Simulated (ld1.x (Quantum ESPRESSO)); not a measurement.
## An all-electron radial function and its pseudo partner (antimony (Sb))

Columns: radius, all-electron u(r) and pseudo u(r) of the 4d shell (level -33.86 eV) of antimony in the configuration [Kr] 4d10 5s1.75 5p3.25; PBE, scalar-relativistic, RRKJ scheme, ld1.x (Quantum ESPRESSO) 7.5.

| r (bohr) | all-electron | pseudo |
| --- | --- | --- |
| 0.113 | 0.3859 | -0.0121 |
| 0.225 | 0.5469 | -0.0878 |
| 0.338 | 0.1707 | -0.2581 |
| 0.450 | -0.3276 | -0.4999 |
| 0.563 | -0.7258 | -0.7595 |
| 0.675 | -0.9630 | -0.9670 |
| 0.788 | -1.0636 | -1.0828 |
| 0.900 | -1.0672 | -1.0988 |
| 1.013 | -1.0120 | -1.0393 |
| 1.125 | -0.9267 | -0.9411 |
| 1.238 | -0.8280 | -0.8319 |
| 1.350 | -0.7287 | -0.7289 |
| 1.463 | -0.6332 | -0.6332 |
| 1.575 | -0.5465 | -0.5465 |
| 1.688 | -0.4682 | -0.4682 |
| 1.800 | -0.3998 | -0.3998 |
| 1.913 | -0.3398 | -0.3398 |
| 2.025 | -0.2885 | -0.2885 |
| 2.138 | -0.2441 | -0.2441 |
| 2.250 | -0.2064 | -0.2064 |
| 2.363 | -0.1741 | -0.1741 |
| 2.475 | -0.1468 | -0.1468 |
| 2.588 | -0.1235 | -0.1235 |
| 2.700 | -0.1040 | -0.1040 |
| 2.813 | -0.0874 | -0.0874 |
| 2.925 | -0.0734 | -0.0734 |

Problem. How many radial nodes do the two functions have?

Solution. The all-electron 4d function has n − l − 1 = 1; the pseudo-wave has 0, since the states of the same l below it are removed with the core.

Problem. At about which radius was the pseudo-wave matched?

Solution. 1.40 bohr, where the columns begin to agree (steps of 0.11 bohr).

Problem. Is the pseudo-wave norm-conserving?

Solution. Yes: the RRKJ scheme keeps the norm inside the radius equal to the all-electron one, which fixes the energy derivative of the logarithmic derivative at the level.
